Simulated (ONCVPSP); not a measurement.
**Building the ONCV potential for selenium (Se) (PBE, scalar-relativistic).**

ONCVPSP 4.0.1 input, shortened (lines: element, Z, core and valence counts, functional; n l f; lmax; l rc ep ncon nbas qcut; lloc lpopt rc5 dvloc0; l nproj debl; icmod fcfact rcfact), PBE, scalar-relativistic:

```
  Se 34.00    4    4        4      upf
    1    0    2.00
    2    0    2.00
    2    1    6.00
    3    0    2.00
    3    1    6.00
    3    2   10.00
    4    0    2.00
    4    1    3.00
    2
    0    1.10    0.00    5    9    6.40
    1    1.00    0.00    3    6   15.00
    2    1.00    0.00    5   10   18.40
    4    5    0.80    3.00
    0    3    2.70
    1    2    3.90
    2    3    0.40
    3    3.75    1.30
```

All-electron outer shells of the reference configuration (PBE, scalar-relativistic, ld1.x):

| shell | level (eV) | outermost node (bohr) | outermost maximum (bohr) |
| --- | --- | --- | --- |
| 2p | -1424.18 | – | 0.13 |
| 3s | -224.02 | 0.24 | 0.50 |
| 3p | -163.48 | 0.21 | 0.50 |
| 3d | -63.61 | – | 0.45 |
| 4s | -26.86 | 0.70 | 1.49 |
| 4p | -15.41 | 0.74 | 1.75 |

Problem. Is a potential produced?

Solution. No. ONCVPSP 4.0.1 stopped with "optimize: ERROR ps0norm > uunorm, code will stop": the continuity conditions at rc already need more norm inside rc than the all-electron wave has, so norm conservation cannot be met. It happened in the s channel.
